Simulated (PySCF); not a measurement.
# Electron correlation in Cl⁺ (chlorine, charge +1)

Starting occupation: [Ne] 3s2 3p4, 3p1/2 with m_j = -1/2, +1/2, 3p3/2 with m_j = +1/2, +3/2. All numbers are calculated (PySCF 2.14, X2C-1e with screened-nucleus spin-orbit coupling, Gaussian nucleus, in x2c-TZVPPall-2c (5s6p3d1f, 45 functions)). Frozen: [Ne]; 6 electrons correlated; the 6 highest virtual spinors left out.

MP2 pair energies summed by pair of shells (mhartree):

```tsv
pair	energy	share (%)
3p-3p	-60.18	46.5
3p-3s	-59.70	46.1
3s-3s	-9.62	7.4
```

Total MP2 correlation energy: -129.50 mhartree.

The GHF reference relaxed away from the jj start to a determinant that is no pure jj level (⟨S²⟩ = 2.00, ⟨J²⟩ = 6.01); the energies belong to that determinant.
